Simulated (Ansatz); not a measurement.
Br2Zn, charge +1, doublet, at a GFN2-xTB geometry of the parent state (such geometries of metal compounds can be far from the true shape) (a state made from the parent by changing its charge; the spin is typed, not shown lowest); Ansatz (an electronic-structure program) with B3LYP/pcseg-1.

Ansatz was given this input:
Ansatz 0.2 input:
```yaml
crystal:
  periodic: [false, false, false]
  atoms:
    - {symbol: Zn, position_ang: [-0.44726896, -0.63134001, -0.74342448]}
    - {symbol: Br, position_ang: [-0.03145420, 2.05256578, -1.06046508]}
    - {symbol: Br, position_ang: [0.41482759, -1.51141719, 1.69768606]}
basis:
  gaussian:
    orbitals: pcseg-1.json
hamiltonian:
  xc: b3lyp
total_charge: 1
magnetization: {spin_polarized: true, initial_magnetization: 1}
```
The basis file holds pcseg-1 in the JSON format of the Basis Set Exchange.

Output, abridged:

```
Functional definition: B3LYP
855 factors; integrals over basis functions are off by at most 5.1e-4 eV
mean field evaluation 1: about -188480.1937 eV, gradient 3.1e1 eV
mean field evaluation 2: about -188457.5647 eV, gradient 6.5e1 eV
mean field evaluation 4: about -188485.3461 eV, gradient 3.5e0 eV
mean field evaluation 8: about -188485.4675 eV, gradient 3.4e-1 eV
mean field evaluation 16: about -188485.4688 eV, gradient 9.9e-4 eV
mean field evaluation 32: about -188485.2562 eV, gradient 7.5e-1 eV
mean field evaluation 64: about -188485.3010 eV, gradient 2.5e-1 eV
mean field evaluation 96: about -188485.3544 eV, gradient 1.7e0 eV
mean field -188485.46881095 eV, -6926.7132187629 hartree, gradient 4.8e-6 eV, S^2 0.754139; 14 other end points of the search recorded, 0 dependent functions left out
reference -188485.46906680 eV, -6926.7132281652 hartree; 50, 49 occupied and 35, 36 virtual orbitals, 855 factors
Total energy: -188485.46906680 eV, -6926.7132281652 hartree
```
